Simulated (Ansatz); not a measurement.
Frontier orbitals of C5H15ClGeOSi (`C[Si](C)(C)[O][Ge]([CH3])([CH3])[Cl]`).

```xyz
24

C    -2.5816   -0.9048    1.1747
Si   -0.7533   -0.6336    0.9332
C    -0.0445    0.3299    2.3714
C     0.1384   -2.2662    0.7668
O    -0.5864    0.2603   -0.4445
Ge    0.6800    0.6167   -1.6109
C    -0.0399    1.9218   -2.8392
C     2.3352    1.0631   -0.7061
Cl    1.0505   -1.2088   -2.7303
H    -3.1101    0.0491    1.2476
H    -3.0048   -1.4601    0.3339
H    -2.7796   -1.4716    2.0886
H    -0.5283    1.3058    2.4645
H    -0.1902   -0.2070    3.3130
H     1.0292    0.4968    2.2493
H     0.0013   -2.8719    1.6674
H     1.2134   -2.1289    0.6206
H    -0.2383   -2.8349   -0.0865
H    -0.9644    1.5347   -3.2671
H    -0.2540    2.8500   -2.3071
H     0.6708    2.1202   -3.6416
H     2.1846    1.9345   -0.0666
H     3.1132    1.2838   -1.4376
H     2.6587    0.2211   -0.0937
```

The species carries charge 0 and has multiplicity 1. Correlated methods include outer-core shells of Ge, which these sets cover unevenly. Scalar relativity is left out up to krypton. The geometry is a stationary point of PBE0-D4/def2-TZVP. It is one conformer, not always the lowest. Basis def2-TZVPP, Ansatz.

| functional | HOMO (eV) | LUMO (eV) | gap (eV) |
| --- | --- | --- | --- |
| PBE | -6.54 | -0.33 | 6.21 |
| r2SCAN | -6.86 | 0.12 | 6.98 |
| B97M-V | -6.95 | -0.14 | 6.81 |
| PBE0 | -7.92 | 0.56 | 8.48 |
| HSE06 (plane-wave form) | -7.52 | 0.19 | 7.71 |
| BHLYP | -9.22 | 1.21 | 10.43 |
| CAM-B3LYP | -9.32 | 1.36 | 10.68 |
| LC-ωPBE | -10.64 | 2.68 | 13.32 |
| ωB97M-V | -10.19 | 2.00 | 12.19 |

Against PBE, PBE0 changes HOMO and LUMO by −1.38 and +0.89 eV, ωB97M-V by −3.64 and +2.33 eV. A gap of 6.21 eV thus becomes 12.19 eV for the same molecule, so an orbital gap means little without its functional. A positive LUMO is unbound and depends on the basis.

LC-ωPBE has ω = 0.4 bohr⁻¹.
